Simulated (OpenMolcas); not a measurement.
**Ti3+: ligand-field states by method**

Ti3+ with 4 ligands (bromide) in square-planar coordination (D4h) at 2.45 Å. A charge of +0.25 e stands 2.4 Å behind each ligand. Ligand basis ANO-RCC-VDZP.
```
Ti    0.0000    0.0000    0.0000
Br    2.4500    0.0000    0.0000
Br    0.0000    2.4500    0.0000
Br   -2.4500    0.0000    0.0000
Br    0.0000   -2.4500    0.0000
```

```json
{"Program": "OpenMolcas", "Basis": "ANO-RCC-VTZP [6s5p3d2f1g]", "Scalar Hamiltonian": "DKH2, point nucleus", "Active space": "1 electron in 5 orbitals (3d)", "State averaging": "2S+1 = 2 even, 5 roots", "Spin-orbit coupling": "state interaction with AMFI integrals over the reference wave functions"}
```

I. CASSCF
II. SS-CASPT2, IPEA 0.25 Eh, imaginary shift 0.1 Eh (closed shells correlated: 3s 3p and the ligand valence shells)
III. SS-CASPT2, IPEA 0.25 Eh, sigma2 regulariser 0.3 Eh (closed shells correlated: 3s 3p and the ligand valence shells)

Spin-free states (labels of D4, the rotations of D4h) in cm-1, each column counted from its own energy of the first state listed:

```
State  Degeneracy      I     II    III
  2A1           1      0      0      0
   2E           2   2562   3440   3440
  2B2           1   6275   6780   6780
  2B1           1  20670  23460  23460
```

From I to II, I's first state of the same spin (2E) moves from 2562 to 3440 cm-1, by about +880 cm-1.

χT at 300 K: I 0.42, II 0.41, III 0.41 cm3 K/mol.

Over all roots computed the reference weight is 0.75 in II, 0.75 in III; a low but even weight reflects the number of correlated electrons. The least metal-like active orbital is 81 % on the metal (Löwdin) and no ligand orbital is active, so the numbers are rough. Ligand-to-metal charge-transfer states are missing. With metal d orbitals alone and no dynamic correlation the field as a rule comes out too small, by tens of per cent, by up to half for chloride and softer ligands (holds for I). No measured value stands beside these numbers; the geometry was imposed, not optimised, and the real ion may take another.
